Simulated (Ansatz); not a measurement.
Born–Oppenheimer molecular dynamics of CH3BClF (7 atoms, charge 0, multiplicity 1). It starts from a relaxed structure.

Computed with RKS B3LYP/6-31G* (Ansatz 0.2.0).

| Quantity | Value |
| --- | --- |
| ensemble | NVE (velocity Verlet) |
| time step | 0.5 fs |
| steps asked | 250 |
| starting velocities drawn for | 400 K |
| seed | 811016 |

First frame:

```xyz
7
Properties=species:S:1:pos:R:3
B 0.000 0.003 -0.038
F 0.023 0.004 1.286
Cl 1.580 -0.008 -0.851
C -1.356 0.004 -0.814
H -1.923 -0.903 -0.565
H -1.976 0.848 -0.484
H -1.243 0.054 -1.899
```

How far do the bonds stretch over the last three quarters of this one trajectory? (Pairs bonded in most of those frames.)


| bond | mean (Å) | spread (Å) | shortest | longest |
| --- | --- | --- | --- | --- |
| B1–F2 | 1.324 | 0.012 | 1.30 | 1.35 |
| B1–Cl3 | 1.785 | 0.042 | 1.70 | 1.85 |
| B1–C4 | 1.570 | 0.040 | 1.51 | 1.64 |
| C4–H5 | 1.098 | 0.016 | 1.07 | 1.12 |
| C4–H6 | 1.097 | 0.019 | 1.07 | 1.13 |
| C4–H7 | 1.100 | 0.026 | 1.06 | 1.14 |

Mean temperature of the second half: 232 K. The conserved energy stayed within 0.18 meV per atom of its start (net change 0.13 meV per atom), so the integration is sound. Over the second half the temperature averaged 0.58 of the 400 K drawn at the start: a run that starts near a minimum puts about half its kinetic energy into the potential. A run of 0.12 ps of so small a system gives no equilibrium averages.

Run time: 12 min on 1 thread of AMD EPYC 7R43 64-Core Processor (Zen 3), on a shared host, peak memory 0.14 GiB.
